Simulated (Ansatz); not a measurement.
`[SH][Hf]([Cl])([Cl])[Cl]` + H₂Se → `[Cl][Hf]([Cl])([Cl])[SeH]` + H₂S at 298.15 K and 1 bar (ligand exchange at the Hf–S bond).

Calculated with Ansatz (gas phase, PBE0-D4/def2-TZVP geometries, no zero-point term in ΔE). CCSD(T)/CBS is the MP2 limit (def2-TZVPP, def2-QZVPP) plus CCSD(T) − MP2 in def2-TZVPP, frozen cores. This one scheme is used for every species. Elements past krypton have def2 core potentials. For Hf, Se outer-core shells are correlated without core-valence functions, which leaves a few kJ/mol of doubt a bond. Scalar relativity is left out up to krypton. One conformer a species, not always the lowest.

```tsv
species	CCSD(T)/CBS energy (Eh)	H − E (kJ/mol)	S (J/(mol·K))
`[SH][Hf]([Cl])([Cl])[Cl]`	-1825.89364	57.2	415.7
H₂Se	-2401.89790	45.8	219.1
`[Cl][Hf]([Cl])([Cl])[SeH]`	-3828.82210	55.0	428.7
H₂S	-398.97279	49.9	205.7
```

H − E and S are ideal-gas, rigid-rotor, harmonic terms from PBE0-D4/def2-TZVP, for one conformer and one mirror image of each species. 1 Eh = 2625.50 kJ/mol, R = 8.31446 J/(mol·K).

Problem. By hand: ΔE, ΔH, ΔS and ΔG.

Solution. ΔE = (-3828.82210) + (-398.97279) − (-1825.89364) − (-2401.89790) = -0.00335 Eh = -8.8 kJ/mol. Δ(H − E) = 55.0 + 49.9 − 57.2 − 45.8 = 1.9, so ΔH = -6.9 kJ/mol. ΔS = 428.7 + 205.7 − 415.7 − 219.1 = -0.4 J/(mol·K). ΔG = -6.9 − 298.15 × (-0.4)/1000 = -6.8 kJ/mol.

Problem. By hand: the equilibrium constant, and the temperature at which ΔG would vanish if ΔH and ΔS stayed fixed.

Solution. log₁₀ K = −ΔG/(RT ln 10) = 1.2. ΔG = 0 at ΔH/ΔS = 17250 K, far beyond where these terms or the molecules hold.

The number of gas molecules stays the same, so ΔS is small and ΔH decides. A doubt of 5 kJ/mol in ΔE shifts log₁₀ K by 0.9 here. Other conformers and mirror images would add mixing entropy, several J/(mol·K) or more a flexible species. These are equilibria of isolated gas molecules and say nothing of rates. Largest T1 diagnostic: 0.014 (customary marks: 0.02 for closed shells, 0.045 for open ones).
